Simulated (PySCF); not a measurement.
C3H11FGeSSi (SMILES [CH3][Ge]([CH3])([CH3])[S][SiH2]F), singlet, at a GFN2-xTB geometry, with bond 15-6 at 1.4 times its length; CASSCF(8,8)/STO-3G run with PySCF.

Input for PySCF:
```python
from pyscf import gto, scf, mcscf
import numpy

mol = gto.M(
    atom='''
Si    2.428986    0.115944   -0.162158
F     1.978601   -1.416318   -0.398468
S     0.824563    1.189259    0.713322
Ge   -0.966568   -0.007326    0.000683
C    -2.516926    1.154205    0.449638
C    -1.033314   -1.724119    1.008609
C    -0.830770   -0.300546   -1.967482
H     2.729691    0.584055   -1.502465
H     3.510436    0.059828    0.795380
H    -3.446236    0.654037    0.193594
H    -2.464560    2.090313   -0.097950
H    -2.526489    1.381926    1.511245
H    -1.950016   -2.252804    0.765818
H    -1.015063   -1.535003    2.078013
H     0.148117   -2.609534    0.650311
H    -0.642420    0.636545   -2.483740
H    -0.030745   -0.996102   -2.200910
H    -1.765163   -0.713558   -2.334826
''',
    basis='sto-3g',
    charge=0,
    spin=0,
    verbose=4,
)

mf = scf.RHF(mol)
mf.kernel()
mc = mcscf.CASSCF(mf, 8, 8)
mc.fix_spin_(ss=0.0)
mc.kernel()
occ = numpy.linalg.eigvalsh(mc.fcisolver.make_rdm1(mc.ci, mc.ncas, mc.nelecas))[::-1]
ss = mc.fcisolver.spin_square(mc.ci, mc.ncas, mc.nelecas)[0]
print('natural occupations', occ.round(4), ' <S^2>', round(ss, 4))
```

It wrote (shortened):

```
PySCF version 2.14.0

[INPUT] verbose = 4
[INPUT] num. atoms = 18
[INPUT] num. electrons = 100
[INPUT] charge = 0
[INPUT] spin (= nelec alpha-beta = 2S) = 0
[INPUT] symmetry False subgroup None
[INPUT] Mole.unit = angstrom
[INPUT] Symbol           X                Y                Z      unit          X                Y                Z       unit  Magmom
[...]
nuclear repulsion = 810.803737060141
number of shells = 41
number of NR pGTOs = 201
number of NR cGTOs = 67
basis = sto-3g
ecp = {}

******** <class 'pyscf.scf.hf.RHF'> ********
method = RHF
initial guess = minao
damping factor = 0
level_shift factor = 0
DIIS = <class 'pyscf.scf.diis.CDIIS'>
diis_start_cycle = 1
diis_space = 8
diis_damp = 0
SCF conv_tol = 1e-09
SCF conv_tol_grad = None
SCF max_cycles = 50
direct_scf = True
direct_scf_tol = 1e-13
Set gradient conv threshold to 3.16228e-05
Initial guess from minao.
init E= -2944.21534682655
[...]
cycle= 1 E= -2947.06929644662  delta_E= -2.85  |g|= 0.593  |ddm|= 4.76
[...]
cycle= 2 E= -2947.23463132477  delta_E= -0.165  |g|= 0.0991  |ddm|= 1.24
[...]
cycle= 3 E= -2947.23952554013  delta_E= -0.00489  |g|= 0.0267  |ddm|= 0.197
[...]
cycle= 4 E= -2947.24004679988  delta_E= -0.000521  |g|= 0.00566  |ddm|= 0.074
[...]
cycle= 5 E= -2947.24007145016  delta_E= -2.47e-05  |g|= 0.00127  |ddm|= 0.017
[...]
cycle= 6 E= -2947.24007266818  delta_E= -1.22e-06  |g|= 0.000313  |ddm|= 0.00372
[...]
cycle= 7 E= -2947.24007273238  delta_E= -6.42e-08  |g|= 6.04e-05  |ddm|= 0.000824
[...]
cycle= 8 E= -2947.24007273534  delta_E= -2.95e-09  |g|= 1.75e-05  |ddm|= 0.000196
[...]
cycle= 9 E= -2947.24007273558  delta_E= -2.43e-10  |g|= 4.63e-06  |ddm|= 5.15e-05
[...]
Extra cycle  E= -2947.24007273559  delta_E= -7.28e-12  |g|= 1.98e-06  |ddm|= 1.25e-05
converged SCF energy = -2947.24007273559

******** <class 'pyscf.mcscf.mc1step.CASSCF'> ********
CAS (4e+4e, 8o), ncore = 46, nvir = 13
max_cycle_macro = 50
max_cycle_micro = 4
conv_tol = 1e-07
conv_tol_grad = None
orbital rotation max_stepsize = 0.02
orbital rotation threshold for CI restart = 0.01
augmented hessian ah_max_cycle = 30
augmented hessian ah_conv_tol = 1e-12
augmented hessian ah_linear dependence = 1e-14
augmented hessian ah_level shift = 1e-08
augmented hessian ah_start_tol = 2.5
augmented hessian ah_start_cycle = 3
augmented hessian ah_grad_trust_region = 3
kf_trust_region = 3
kf_interval = 4
ci_response_space = 4
ci_grad_trust_region = 3
with_dep4 0
natorb = False
canonicalization = True
sorting_mo_energy = False
[...]
CASCI E = -2947.25856877931  S^2 = 0.0000000
[...]
               |grad[o]|=0.00808  |grad[c]|=0.00317  |ddm|=0.00512  |maxRot[o]|=0.0819
macro iter  11 ( 20 JK    4 micro), CASSCF E = -2947.32244859842  dE = -2.02470513e-04  S^2 = 0.0000000
               |grad[o]|=0.00527  |grad[c]|=0.00573  |ddm|=0.00228  |maxRot[o]|=0.0148
macro iter  12 ( 21 JK    4 micro), CASSCF E = -2947.32239487966  dE =  5.37187593e-05  S^2 = 0.0000000
               |grad[o]|=0.00477  |grad[c]|=0.00696  |ddm|=0.00226  |maxRot[o]|=0.0147
macro iter  13 ( 19 JK    4 micro), CASSCF E = -2947.32311467066  dE = -7.19791000e-04  S^2 = 0.0000000
               |grad[o]|=0.00474  |grad[c]|=0.00186  |ddm|=0.00157  |maxRot[o]|=0.0559
macro iter  14 ( 20 JK    4 micro), CASSCF E = -2947.32317431020  dE = -5.96395384e-05  S^2 = 0.0000000
               |grad[o]|=0.0025  |grad[c]|=0.00379  |ddm|=0.0015  |maxRot[o]|=0.0102
macro iter  15 ( 16 JK    4 micro), CASSCF E = -2947.32330587955  dE = -1.31569356e-04  S^2 = 0.0000000
               |grad[o]|=0.00222  |grad[c]|=0.0036  |ddm|=0.00087  |maxRot[o]|=0.0189
macro iter  16 ( 13 JK    4 micro), CASSCF E = -2947.32329449895  dE =  1.13806013e-05  S^2 = 0.0000000
               |grad[o]|=0.00138  |grad[c]|=0.00296  |ddm|=0.00124  |maxRot[o]|=0.00436
macro iter  17 ( 16 JK    4 micro), CASSCF E = -2947.32333407078  dE = -3.95718312e-05  S^2 = 0.0000000
               |grad[o]|=0.00147  |grad[c]|=0.00176  |ddm|=0.00125  |maxRot[o]|=0.00772
macro iter  18 ( 10 JK    3 micro), CASSCF E = -2947.32339361948  dE = -5.95486986e-05  S^2 = 0.0000000
               |grad[o]|=0.00112  |grad[c]|=0.00206  |ddm|=0.0012  |maxRot[o]|=0.0218
macro iter  19 (  3 JK    1 micro), CASSCF E = -2947.32339398762  dE = -3.68139354e-07  S^2 = 0.0000000
               |grad[o]|=0.00014  |grad[c]|=0.000158  |ddm|=0.000128  |maxRot[o]|=0.0016
macro iter  20 (  3 JK    1 micro), CASSCF E = -2947.32339399103  dE = -3.40742190e-09  S^2 = 0.0000000
               |grad[o]|=2.89e-05  |grad[c]|=1.86e-05  |ddm|=1.21e-05  |maxRot[o]|=0.000138
1-step CASSCF converged in  20 macro (342 JK  72 micro) steps
CASSCF canonicalization
Density matrix diagonal elements [1.9267625  1.96594574 1.97426732 1.97674714 0.03192268 0.06868586
 0.02748102 0.02818775]
CASSCF energy = -2947.32339399103
CASCI E = -2947.32339399103  E(CI) = -11.0071562707726  S^2 = 0.0000000
natural occupations [1.9788 1.9762 1.971  1.9181 0.0819 0.0297 0.0237 0.0206]  <S^2> 0.0
```
